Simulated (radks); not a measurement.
Question: The mean radii <r> (bohr) of the occupied orbitals of an atom or ion are listed with their occupations. Method: Dirac Kohn-Sham, PBE, spin-unpolarised, spherical densities, finite nucleus; Fermi nuclear charge, rms radius of each element as measured or else 0.836 A^(1/3) + 0.57 fm; computed with a radial shooting solver on a logarithmic mesh with Libxc functionals.

orbital  occ.      <r>
1s1/2       2  0.02001
2s1/2       2  0.08430
2p1/2       2  0.07008
2p3/2       4  0.07746
3s1/2       2   0.2205
3p1/2       2   0.2103
3p3/2       4   0.2241
3d3/2       4   0.1973
3d5/2       6   0.2016
4s1/2       2   0.4978
4p1/2       2   0.5062
4p3/2       4   0.5381
4d3/2       4   0.5651
4d5/2       6   0.5765
5s1/2       2    1.231
5p1/2       2    1.394
5p3/2       4    1.511
6s1/2       2    3.972
4f5/2       6   0.7989
4f7/2       7   0.8242

Name the element and its charge. Open shells, if any, fill j = l - 1/2 first.

Answer: Z = 69, thulium, charge 0: Tm in [Xe] 4f13 6s2. The 1s radius gives Z: for a bare nucleus <r> = (2 gamma + 1)/(2Z) with gamma = sqrt(1 - (Z/c)^2), 0.01977 bohr for Z = 69, and screening makes it slightly larger (0.02001 here). The occupations add up to 69, and the charge is Z minus that.
